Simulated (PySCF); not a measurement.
# Polarisability and C₆ of Ta(2+) (tantalum, charge +2)

[Xe] 4f14 5d3, high-spin 4F determinant. Calculation: PySCF 2.14, in def2-QZVPPD with the def2 core potential (60 electrons) (7s6p4d3f2g, 84 functions); a scalar-relativistic core potential. Coupled (time-dependent) response in atomic units; α is the mean over directions.

```json
{"method": "UHF", "mean α (bohr³)": "13.27", "C₆ (like pair)": "73.98", "S(−4)": "92.56"}
{"method": "PBE", "mean α (bohr³)": "14.89", "C₆ (like pair)": "83.33", "S(−4)": "133.2"}
{"method": "PBE0", "mean α (bohr³)": "14.19", "C₆ (like pair)": "79.37", "S(−4)": "114.0"}
```

S(−4) is the Cauchy moment in α(ω) = α(0) + S(−4) ω² + …

Spin-orbit coupling is absent.

α(iu) at UHF:

```json
{"u (hartree)": "0", "α(iu) (bohr³)": "13.27"}
{"u (hartree)": "0.0500", "α(iu) (bohr³)": "13.05"}
{"u (hartree)": "0.100", "α(iu) (bohr³)": "12.45"}
{"u (hartree)": "0.200", "α(iu) (bohr³)": "10.78"}
{"u (hartree)": "0.300", "α(iu) (bohr³)": "9.185"}
{"u (hartree)": "0.500", "α(iu) (bohr³)": "6.894"}
{"u (hartree)": "0.750", "α(iu) (bohr³)": "5.109"}
{"u (hartree)": "1.00", "α(iu) (bohr³)": "3.954"}
{"u (hartree)": "1.50", "α(iu) (bohr³)": "2.565"}
{"u (hartree)": "2.00", "α(iu) (bohr³)": "1.780"}
{"u (hartree)": "3.00", "α(iu) (bohr³)": "0.9790"}
{"u (hartree)": "5.00", "α(iu) (bohr³)": "0.4111"}
```

For an ion, C₆ is the dispersion term alone; charge-induced terms of lower order in 1/R come first.

Energies and moments cover only the electrons outside the core potential. Spin-orbit coupling, absent here, splits the open shell strongly.
